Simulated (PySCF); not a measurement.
# BeI: energy against distance

Set-up: Be aug-cc-pVDZ, I aug-cc-pVDZ-PP with ECP28; scalar-relativistic core potentials (PySCF 2.14). Energies in eV from Be + I in their ground configurations at the same level. State: ²Σ⁺ (doublet), unpaired electrons σ ↑.

All columns are PBE0. A positive dipole means Be(−)I(+).

```json
{"R (Å)": "1.887", "E (eV)": "-2.088", "μ (D)": "0.61", "Mulliken charge on Be (basis-dependent)": "-0.41", "HOMO (eV)": "-5.72", "LUMO (eV)": "-1.76", "Mayer bond order": "1.79", "⟨S²⟩": "0.75"}
{"R (Å)": "1.975", "E (eV)": "-2.543", "μ (D)": "0.27", "Mulliken charge on Be (basis-dependent)": "-0.28", "HOMO (eV)": "-5.87", "LUMO (eV)": "-1.91", "Mayer bond order": "1.64", "⟨S²⟩": "0.75"}
{"R (Å)": "2.062", "E (eV)": "-2.794", "μ (D)": "-0.08", "Mulliken charge on Be (basis-dependent)": "-0.16", "HOMO (eV)": "-6.02", "LUMO (eV)": "-2.08", "Mayer bond order": "1.52", "⟨S²⟩": "0.75"}
{"R (Å)": "2.128", "E (eV)": "-2.884", "μ (D)": "-0.36", "Mulliken charge on Be (basis-dependent)": "-0.08", "HOMO (eV)": "-6.13", "LUMO (eV)": "-2.21", "Mayer bond order": "1.43", "⟨S²⟩": "0.75"}
{"R (Å)": "2.194", "E (eV)": "-2.908", "μ (D)": "-0.65", "Mulliken charge on Be (basis-dependent)": "-0.01", "HOMO (eV)": "-6.24", "LUMO (eV)": "-2.35", "Mayer bond order": "1.35", "⟨S²⟩": "0.75"}
{"R (Å)": "2.260", "E (eV)": "-2.883", "μ (D)": "-0.94", "Mulliken charge on Be (basis-dependent)": "0.05", "HOMO (eV)": "-6.35", "LUMO (eV)": "-2.50", "Mayer bond order": "1.27", "⟨S²⟩": "0.75"}
{"R (Å)": "2.348", "E (eV)": "-2.792", "μ (D)": "-1.33", "Mulliken charge on Be (basis-dependent)": "0.13", "HOMO (eV)": "-6.49", "LUMO (eV)": "-2.70", "Mayer bond order": "1.18", "⟨S²⟩": "0.75"}
{"R (Å)": "2.457", "E (eV)": "-2.615", "μ (D)": "-1.82", "Mulliken charge on Be (basis-dependent)": "0.20", "HOMO (eV)": "-6.66", "LUMO (eV)": "-2.97", "Mayer bond order": "1.09", "⟨S²⟩": "0.75"}
{"R (Å)": "2.589", "E (eV)": "-2.348", "μ (D)": "-2.40", "Mulliken charge on Be (basis-dependent)": "0.27", "HOMO (eV)": "-6.84", "LUMO (eV)": "-3.28", "Mayer bond order": "1.00", "⟨S²⟩": "0.75"}
{"R (Å)": "2.764", "E (eV)": "-1.954", "μ (D)": "-3.13", "Mulliken charge on Be (basis-dependent)": "0.31", "HOMO (eV)": "-7.04", "LUMO (eV)": "-3.68", "Mayer bond order": "0.92", "⟨S²⟩": "0.76"}
```

A fit through these points gives, at Re = 2.191 Å, μ = -0.63 D and dμ/dR = -4.37 D/Å; the reduced mass is 8.415 u.

How strong is the fundamental in the double-harmonic approximation, I = 42.26·(dμ/dR)²/μred km/mol?

I = 42.26·(-4.37)²/8.415 = 95.9 km/mol at PBE0.

These are scalar-relativistic numbers at best; spin–orbit coupling would shift them, the dissociation energy most. The state was picked by a PBE0 search and need not be the measured ground state.
